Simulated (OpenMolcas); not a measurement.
# Si2+: effect of the level shift or regulariser

```yaml
Program: OpenMolcas 26.06
Basis: ANO-L-VTZP [5s4p2d1f]
Scalar_Hamiltonian: non-relativistic, point nucleus
Active_space: 2 electrons in 4 orbitals (3s 3p)
State_averaging: 2S+1 = 3 even, 3 roots; 2S+1 = 1 even, 7 roots; 2S+1 = 3 odd, 3 roots; 2S+1 = 1 odd, 3 roots
Spin-orbit_coupling: state interaction with AMFI integrals over the reference wave functions, term energies averaged over their components
```

Methods on the same reference wave functions:
A. CASSCF
B. MS-CASPT2, IPEA 0.25 Eh, imaginary shift 0.1 Eh (closed shells correlated: 2s 2p)
C. MS-CASPT2, IPEA 0.25 Eh, imaginary shift 0.3 Eh (closed shells correlated: 2s 2p)

Energies in cm-1 above 3s2 1S0, the measured ground level; measured values from NIST levels in Kelleher and Podobedova, J. Phys. Chem. Ref. Data 37, 1285 (2008).

```
      Level       A       B       C  Measured
    3s2 1S0     0.0     0.0     0.0       0.0
3s 3p 3P* 0   51208   51428   51428     52725
3s 3p 3P* 1   51315   51535   51535     52853
3s 3p 3P* 2   51531   51751   51752     53115
3s 3p 1P* 1   92229   85346   85380     82884
    3p2 3P0  128476  128568  128565    129708
    3p2 3P1  128582  128675  128672    129842
    3p2 3P2  128788  128858  128867    130101
    3p2 1D2  139737  129719  130407    122215
    3p2 1S0  164424  154757  154841    153444
```

Deviations, from unrounded energies. A percentage is the sum of absolute deviations over the sum of measured energies, with the sign that they share, or ± where signs differ.

| Against measurement | Levels | A | B | C |
| --- | --- | --- | --- | --- |
| mean absolute deviation (cm-1) | 9 | 5100 | 2100 | 2200 |
| other configurations (%) | 9 | ±5.1 | ±2.1 | ±2.2 |

B, C lie about equally close to measurement and A furthest from it. The largest miss of B in the table is 3p2 1D2, by +7500 cm-1. The ranking rests on the paired levels alone, and a cruder setting can come out closer through cancelling errors.

Between B and C the level of the table that moves most is 3p2 1D2, by 690 cm-1 (lowest in B, highest in C).

The lowest spin-free term lies below A's lowest term by 0.017 hartree in B, 0.017 hartree in C.

Over all roots computed the reference weight is 0.92 to 1.00 in B; the roots of lowest weight are the least certain, and an intruder state may touch them. The ¹D term of p² mixes with s d, which this space lacks. Measured partners are found by configuration, term and J. A level has none where our copy of the source lacks it or the pairing is in doubt (some pairs that miss far off the trend of their configuration count as doubtful), and it then counts in no deviation. Only configurations of the active space appear.

* marks odd parity.
